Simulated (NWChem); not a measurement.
System: MoNHClF3; SMILES [NH]=[Mo]([F])([F])([F])[Cl]

Not confirmed as a minimum by frequencies. def2 effective core potentials on Mo; no spin-orbit coupling.

Give the equilibrium geometry at PBE0/def2-SVP with def2 effective core potentials on Mo (NWChem) as a list of bonds and angles, with the point group.

point group Cs; any orientation.
Bonded distances (Å): Mo1–N2 1.670, Mo1–F4 1.846, Mo1–F5 1.846, Mo1–F6 1.848, Mo1–Cl7 2.292, N2–H3 1.019. Angles (°): N2–Mo1–F4 103.7, N2–Mo1–F5 103.7, N2–Mo1–F6 105.9, N2–Mo1–Cl7 103.6, F4–Mo1–F5 152.5, F4–Mo1–F6 85.3, F4–Mo1–Cl7 87.8, F5–Mo1–F6 85.3, F5–Mo1–Cl7 87.8, F6–Mo1–Cl7 150.5, Mo1–N2–H3 178.9.
